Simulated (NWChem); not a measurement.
Molecule: C₂H₂F₂; SMILES F/C=C\F

Results from NWChem. The geometry was optimised at B3LYP/6-31G* (spherical d). Level: B3LYP/def2-SVP with SMD, gas-phase geometry; reactions with the solvents are ignored.

```json
[
 {"SMD term (kcal/mol)": "distortion of the solute's density", "water": "0.72", "benzene": "0.20"},
 {"SMD term (kcal/mol)": "polarisation", "water": "-4.61", "benzene": "-2.24"},
 {"SMD term (kcal/mol)": "cavity, dispersion and structure", "water": "4.21", "benzene": "0.80"}
]
```

Q: Sum the solvation free energies, find the transfer free energy from water to benzene and the partition coefficient at 298.15 K.

A: 
1. ΔG(solv, water) = 0.32 kcal/mol and ΔG(solv, benzene) = -1.24 kcal/mol (1 M gas to 1 M solution).
2. Transfer: -1.24 − (0.32) = -1.56 kcal/mol.
3. log₁₀ K(benzene/water) = −ΔG/(RT ln 10) = 1.56/1.364 = 1.1, so the model puts more of the solute in benzene.
4. Of the transfer energy, 1.85 kcal/mol is electrostatic and -3.41 comes from the non-electrostatic term. The two phases are taken as the pure solvents.
